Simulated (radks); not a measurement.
All-electron atom: Re52+ in [Ar] 3d5. Calculated with a radial shooting solver on a logarithmic mesh with Libxc functionals: scalar-relativistic Kohn-Sham, PBE, spin-unpolarised, spherical densities, point nucleus.

Normalised radial functions P(r) = r R(r), r in bohr:

| r | 4p |
|---|---|
| 0.001208 | 0.0087 |
| 0.001535 | 0.0130 |
| 0.001936 | 0.0192 |
| 0.002461 | 0.0285 |
| 0.003104 | 0.0418 |
| 0.003946 | 0.0620 |
| 0.004976 | 0.0901 |
| 0.006326 | 0.1317 |
| 0.008042 | 0.1902 |
| 0.01014 | 0.2673 |
| 0.01289 | 0.3719 |
| 0.01626 | 0.4975 |
| 0.02067 | 0.6457 |
| 0.02628 | 0.7917 |
| 0.03314 | 0.8919 |
| 0.04212 | 0.8907 |
| 0.05312 | 0.7166 |
| 0.06753 | 0.3040 |
| 0.08585 | -0.3148 |
| 0.1083 | -0.9355 |
| 0.1376 | -1.2659 |
| 0.1736 | -0.9547 |
| 0.2207 | 0.0684 |
| 0.2783 | 1.2755 |
| 0.3538 | 1.9621 |
| 0.4497 | 1.6788 |
| 0.5672 | 0.9006 |
| 0.721 | 0.2786 |
| 0.9093 | 0.0490 |
| 1.156 | 0.0038 |

4p (empty): eigenvalue -2768.0 eV, 2 radial nodes at r = 0.0765, 0.218 bohr, <r> = 0.369 bohr, 90 % of the charge inside 0.525 bohr.
